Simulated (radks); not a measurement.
Results of a calculation; reference values are marked as such.
Task: The iridium ion Ir3+, configuration [Xe] 4f14 5d6. Level of theory: scalar-relativistic Kohn-Sham, LDA (Slater exchange, Perdew-Zunger correlation), spin-unpolarised, spherical densities, point nucleus (a radial shooting solver on a logarithmic mesh with Libxc functionals). Some entries of the table are withheld. Estimate them.

| orbital | occ. | eigenvalue (eV) | r(max) (bohr) |
|---|---|---|---|
| 1s | 2 | -76108.55 | 0.01083 |
| 2s | 2 | -13341.60 | (1) |
| 2p | 6 | -11598.26 | 0.05139 |
| 3s | 2 | -3144.571 | 0.1758 |
| 3p | 6 | (2) | (3) |
| 3d | 10 | -2073.275 | (4) |
| 4s | 2 | -695.2797 | 0.3973 |
| 4p | 6 | -528.0843 | 0.4176 |
| 4d | 10 | -322.7990 | 0.4263 |
| 5s | 2 | -129.9590 | (5) |
| 4f | 14 | -94.4402 | 0.3943 |
| 5p | 6 | -86.3457 | 1.000 |
| 5d | 6 | -37.1884 | 1.273 |
| 6s | 0 | (6) | 2.158 |
| 6p | 0 | -22.8173 | 2.607 |

Result: 
(1) 2s r(max) (bohr): 0.06233
(2) 3p eigenvalue (eV): -2634.932
(3) 3p r(max) (bohr): 0.1746
(4) 3d r(max) (bohr): 0.1421
(5) 5s r(max) (bohr): 0.8890
(6) 6s eigenvalue (eV): -31.8161
